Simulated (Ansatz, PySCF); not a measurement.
Spin states of C4O4W (SMILES [O+]#[C-]->[W](<-[C-]#[O+])(<-[C-]#[O+])<-[C-]#[O+]), each relaxed with B3LYP-D3(BJ)/def2-TZVP.
State 1 (charge 0, multiplicity 1):
```tsv
atom	x (Å)	y (Å)	z (Å)
W	-0.8372	-0.0037	-0.1297
O	1.5937	1.3322	-1.4977
C	0.6836	0.8356	-0.9899
O	1.1452	-1.3998	1.7904
C	0.4018	-0.8807	1.0758
O	-0.5151	-2.4759	-2.1402
C	-0.6704	-1.5939	-1.4283
O	-0.9541	2.4662	1.9058
C	-0.9528	1.5860	1.1750
```
State 2 (charge 0, multiplicity 3):
```xyz
9

W     -0.4701    -0.0095    -0.0815
O      1.4048     1.6958    -1.9703
C      0.6240     1.1238    -1.3529
O      0.8625    -1.7533     2.1931
C      0.2640    -1.1648     1.4098
O     -0.5531    -2.4665    -2.1281
C     -0.4931    -1.5899    -1.3939
O     -0.9781     2.4554     1.8930
C     -0.7662     1.5751     1.1920
```

```json
[
 {"level": "PBE/def2-TZVPP", "energy of the multiplicity-3 state less that of the multiplicity-1 state (kcal/mol)": "26.47", "cost": "×1"},
 {"level": "PBE-D4/def2-TZVPP", "energy of the multiplicity-3 state less that of the multiplicity-1 state (kcal/mol)": "26.98", "cost": "×1"},
 {"level": "BLYP-D3(BJ)/def2-TZVPP", "energy of the multiplicity-3 state less that of the multiplicity-1 state (kcal/mol)": "24.76", "cost": "×1"},
 {"level": "r2SCAN/def2-TZVPP", "energy of the multiplicity-3 state less that of the multiplicity-1 state (kcal/mol)": "24.57", "cost": "×1"},
 {"level": "r2SCAN-D3(BJ)/def2-TZVPP", "energy of the multiplicity-3 state less that of the multiplicity-1 state (kcal/mol)": "24.67", "cost": "×1"},
 {"level": "r2SCAN-D4/def2-TZVPP", "energy of the multiplicity-3 state less that of the multiplicity-1 state (kcal/mol)": "24.68", "cost": "×1"},
 {"level": "B97M-V/def2-TZVPP", "energy of the multiplicity-3 state less that of the multiplicity-1 state (kcal/mol)": "23.52", "cost": "×2"},
 {"level": "B3LYP-D4/def2-TZVPP", "energy of the multiplicity-3 state less that of the multiplicity-1 state (kcal/mol)": "23.95", "cost": "×1"},
 {"level": "PBE0/def2-TZVPP", "energy of the multiplicity-3 state less that of the multiplicity-1 state (kcal/mol)": "24.72", "cost": "×1"},
 {"level": "BHLYP-D3(BJ)/def2-TZVPP", "energy of the multiplicity-3 state less that of the multiplicity-1 state (kcal/mol)": "21.58", "cost": "×2"},
 {"level": "BHLYP-D4/def2-TZVPP", "energy of the multiplicity-3 state less that of the multiplicity-1 state (kcal/mol)": "21.54", "cost": "×2"},
 {"level": "CAM-B3LYP/def2-TZVPP", "energy of the multiplicity-3 state less that of the multiplicity-1 state (kcal/mol)": "21.72", "cost": "×3"},
 {"level": "CAM-B3LYP-D3(BJ)/def2-TZVPP", "energy of the multiplicity-3 state less that of the multiplicity-1 state (kcal/mol)": "22.05", "cost": "×3"},
 {"level": "CAM-B3LYP-D4/def2-TZVPP", "energy of the multiplicity-3 state less that of the multiplicity-1 state (kcal/mol)": "22.14", "cost": "×3"},
 {"level": "wB97X-V/def2-TZVPP", "energy of the multiplicity-3 state less that of the multiplicity-1 state (kcal/mol)": "24.79", "cost": "×5"},
 {"level": "wB97M-V/def2-TZVPP", "energy of the multiplicity-3 state less that of the multiplicity-1 state (kcal/mol)": "23.75", "cost": "×5"},
 {"level": "B2PLYP/def2-TZVPP", "energy of the multiplicity-3 state less that of the multiplicity-1 state (kcal/mol)": "27.80", "cost": "×2"},
 {"level": "B2PLYP-D3(BJ)/def2-TZVPP", "energy of the multiplicity-3 state less that of the multiplicity-1 state (kcal/mol)": "28.18", "cost": "×2"},
 {"level": "CCSD/def2-SVP", "energy of the multiplicity-3 state less that of the multiplicity-1 state (kcal/mol)": "21.50", "cost": "-"},
 {"level": "CCSD(T)/def2-SVP", "energy of the multiplicity-3 state less that of the multiplicity-1 state (kcal/mol)": "24.59", "cost": "×60"}
]
```

The rows run from 21.50 (CCSD/def2-SVP) to 28.18 kcal/mol (B2PLYP-D3(BJ)/def2-TZVPP). The dispersion term adds 0.51 in PBE-D4, 0.09 in r2SCAN-D3(BJ), 0.10 in r2SCAN-D4. The 8 functionals in def2-TZVPP without D3 or D4 span 6.08, from CAM-B3LYP to B2PLYP.

Singlets are restricted, other states unrestricted; no spin–orbit coupling, no relativity up to Kr; see below for the cores. The largest T1 diagnostic is 0.024.

Correlated levels freeze the inner cores; with def2 sets outer-core shells near the valence are correlated too.

Run with Ansatz (Gaussian orbitals); PySCF for the dispersion terms. Each number belongs to the level named beside it. In def2 rows elements past Kr take small-core potentials, without spin–orbit coupling.

Costs are rough ratios of core time to PBE/def2-TZVPP (about 50 s over the structures, on one shared machine); a dash marks a level with no comparable run of its own.

Ansatz is an electronic-structure program.
